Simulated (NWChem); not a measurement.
System: SF3 cation; SMILES F[S+](F)F

```xyz
4

F      0.3041    -1.3136    -0.2764
S      0.0000     0.0000     0.4492
F      0.9856     0.9201    -0.2764
F     -1.2896     0.3935    -0.2764
```
Atoms are numbered in this order, from 1.

All runs use the structure optimised with PBE0/def2-SVP.

### Question
List the 6 lowest vertical singlet excitations and the 6 lowest triplet ones from BHandHLYP/def2-SVP, full TDDFT (NWChem).

### Answer
| state | energy (eV) | oscillator strength | leading excitation (squared amplitude) |
|---|---|---|---|
| S1 | 9.04 | 0.085 | HOMO → LUMO (0.92) |
| S2 | 9.04 | 0.085 | HOMO → LUMO+1 (0.92) |
| S3 | 10.57 | 0.011 | HOMO−1 → LUMO+1 (0.58) |
| S4 | 10.57 | 0.011 | HOMO−1 → LUMO (0.58) |
| S5 | 10.83 | 0.038 | HOMO−3 → LUMO (0.26) |
| S6 | 10.93 | 0.000 | HOMO−2 → LUMO (0.31) |
| T1 | 6.55 | spin-forbidden | HOMO → LUMO (0.98) |
| T2 | 6.55 | spin-forbidden | HOMO → LUMO+1 (0.98) |
| T3 | 9.77 | spin-forbidden | HOMO → LUMO+2 (0.55) |
| T4 | 9.78 | spin-forbidden | HOMO−1 → LUMO+1 (0.59) |
| T5 | 9.78 | spin-forbidden | HOMO−1 → LUMO (0.59) |
| T6 | 10.15 | spin-forbidden | HOMO−1 → LUMO+2 (0.26) |
